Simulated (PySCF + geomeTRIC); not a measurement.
Species: [Hf(OH)2(OCH3)2] (charge 0, multiplicity 1).

**Question.** Give a relaxed geometry from PySCF + geomeTRIC with BP86-D3(BJ)/def2-SVP.

**Answer.** One answer among several that fit: the end point of this relaxation, one of several conformers.
Cartesian coordinates (Å) in one orientation:
```xyz
15

Hf    -0.247     0.432    -0.241
O      0.833    -1.068     0.364
H      1.367    -1.806     0.680
O      0.663     2.112     0.122
H      1.156     2.928     0.264
O     -0.574     0.260    -2.150
C     -0.812     0.099    -3.513
H     -0.169    -0.705    -3.944
H     -0.600     1.038    -4.075
H     -1.874    -0.179    -3.709
O     -1.955     0.416     0.687
C     -3.133     0.430     1.429
H     -3.045     1.096     2.320
H     -3.393    -0.591     1.797
H     -3.991     0.796     0.819
```
